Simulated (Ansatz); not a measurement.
Geometry optimisation, Ansatz 0.2.0, RKS BHLYP-D4/def2-SVP.

Input file:

```yaml
crystal:
  periodic: [false, false, false]
  atoms:
    - { symbol: Al, position_ang: [-0.533898, 0.461056, -0.081695] }
    - { symbol: H, position_ang: [-0.629929, -2.340058, -0.372835] }
    - { symbol: F, position_ang: [-0.669264, 0.694852, -1.700331] }
    - { symbol: F, position_ang: [-1.880426, 0.510078, 0.848623] }
    - { symbol: H, position_ang: [-0.058884, -2.064316, -0.073061] }
    - { symbol: O, position_ang: [1.043206, -0.182944, 0.576974] }
    - { symbol: O, position_ang: [0.988726, 1.307717, 0.657327] }
    - { symbol: H, position_ang: [1.740469, 1.613715, 0.144897] }
basis:
  gaussian: { orbitals: def2-SVP }
hamiltonian:
  xc: { name: BHLYP }
  dispersion: d4
relax:
  f_tol: 0.03
  max_steps: 50
```

Run as:

```bash
$ ansatz run input.yaml --threads 2 --pin off --max-ram 3072MiB --backend cpu --events-out ev --progress --plain --runs-dir out
```

Task: Where does it end, and by what steps?

Result: The run converged. After 10 steps the energy has fallen by 0.190 eV; H2 moved furthest, 0.49 Å.

| step | energy less start (eV) | largest force component (eV/Å) | accepted |
| --- | --- | --- | --- |
| 0 | 0.0000 | 1.921 | yes |
| 1 | -0.0304 | 1.876 | yes |
| 2 | -0.0604 | 1.501 | yes |
| 3 | -0.1303 | 0.346 | yes |
| 4 | -0.0389 | 1.491 | no |
| 5 | -0.1537 | 0.123 | yes |
| 6 | -0.1689 | 0.116 | yes |
| 7 | -0.1857 | 0.180 | yes |
| 8 | -0.1873 | 0.112 | yes |
| 9 | -0.1870 | 0.099 | no |
| 10 | -0.1899 | 0.022 | yes |

```xyz
8
Properties=species:S:1:pos:R:3
Al -0.397 0.223 -0.041
H -0.904 -1.939 -0.428
F -0.512 0.430 -1.668
F -1.770 0.221 0.856
H -0.210 -2.018 -0.135
O 1.185 -0.060 0.671
O 0.955 1.401 0.657
H 1.652 1.743 0.089
```

Run time: 24 s on 2 threads of Arm Neoverse V1 (shared host), peak memory 0.17 GiB.
